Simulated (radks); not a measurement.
The numbers below are computed, except where a source is named.
Question: Se IV, configuration [Ar] 3d10 4s2 4p1 (the NIST ground configuration). Level of theory: scalar-relativistic Kohn-Sham, PBEsol, spin-polarised, spherical densities, point nucleus; open shells are filled with parallel spins first (a radial shooting solver on a logarithmic mesh with Libxc functionals). Some entries of the table are withheld. Estimate them.

orbital  occ.  eigenvalue (hartree)  <r^2> (bohr^2)
1s up       1             -460.5660        0.002619
1s down     1             -460.5632        0.002619
2s up       1             -60.36852         0.04533
2s down     1             -60.36708         0.04533
2p up       3             -53.27797         0.03588
2p down     3             -53.27544         0.03588
3s up       1              -9.17158          0.3797
3s down     1              -9.16807          0.3795
3p up       3              -6.95401          0.4076
3p down     3              -6.94989          0.4071
3d up       5              -3.28919             (1)
3d down     5              -3.28306             (2)
4s up       1              -1.83648             (3)
4s down     1              -1.78639             (4)
4p up       1              -1.36224           3.991
4p down     0              -1.31048           4.026

Answer: 
(1) 3d up <r^2> (bohr^2): 0.4908
(2) 3d down <r^2> (bohr^2): 0.4872
(3) 4s up <r^2> (bohr^2): 3.036
(4) 4s down <r^2> (bohr^2): 3.028
